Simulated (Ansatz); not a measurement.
# Pulling the pair apart

The pair of HBr (SMILES Br, atoms 1–2) and H$_{2}$O$_{2}$ (SMILES OO, atoms 3–6), both closed shells, in one local arrangement (a lower one may exist), relaxed at PBE0-D4/def2-TZVP:

Br1  (0.417, 0.133, -2.763)
H2  (0.199, 0.242, -1.346)
O3  (-0.023, 0.465, 0.543)
O4  (-0.272, -0.841, 1.052)
H5  (0.792, 0.702, 1.006)
H6  (-1.113, -0.702, 1.507)
(Å)

H$_{2}$O$_{2}$ is shifted rigidly along the line between the mean atom positions of the two fragments (negative: closer). Counterpoise interaction energies in kcal/mol. Computed with Ansatz 0.2.0 (basis: def2-TZVPPD); correlated methods freeze the cores. Filled d shells of the heavier atoms are correlated. The def2 sets are not built for correlating such inner shells, so the correlated values are less sure here.

```json
{"shift (Å)": "-0.34", "r2SCAN-D4": "-2.89", "PBE0-D4": "-2.50", "PBE-D4": "-2.94"}
{"shift (Å)": "-0.17", "r2SCAN-D4": "-4.29", "PBE0-D4": "-4.07", "PBE-D4": "-4.48"}
{"shift (Å)": "0.00", "r2SCAN-D4": "-4.57", "PBE0-D4": "-4.46", "PBE-D4": "-4.81"}
{"shift (Å)": "0.17", "r2SCAN-D4": "-4.31", "PBE0-D4": "-4.28", "PBE-D4": "-4.56"}
{"shift (Å)": "0.40", "r2SCAN-D4": "-3.61", "PBE0-D4": "-3.66", "PBE-D4": "-3.86"}
{"shift (Å)": "0.84", "r2SCAN-D4": "-2.33", "PBE0-D4": "-2.46", "PBE-D4": "-2.54"}
{"shift (Å)": "1.68", "r2SCAN-D4": "-1.01", "PBE0-D4": "-1.09", "PBE-D4": "-1.09"}
{"shift (Å)": "3.35", "r2SCAN-D4": "-0.30", "PBE0-D4": "-0.31", "PBE-D4": "-0.29"}
```

(1) What does CCSD(T) give at these shifts? (To be estimated.)

No T1 diagnostic of these runs exceeds 0.010.

Answers

(1) Computed: -0.05, -2.35, -3.27, -3.45, -3.16, -2.21, -1.00, -0.29 kcal/mol. For zero shift, CCSD(T) at an estimated basis limit (MP2 extrapolated from triple and quadruple zeta, plus CCSD(T) − MP2 in triple zeta) gives -3.95 kcal/mol. These are counterpoise interaction energies, counted from the two frozen fragments.

For scale, one of the runs: CCSD(T)/def2-TZVPPD, 188 basis functions, launched by `ansatz run in.yaml --threads 4 --pin off --events-out ev --progress --plain --max-ram 9574MiB`. The run took 52 s on 4 CPU threads of an Arm Neoverse V1 (shared host), with 2.1 GiB of host memory at its peak.
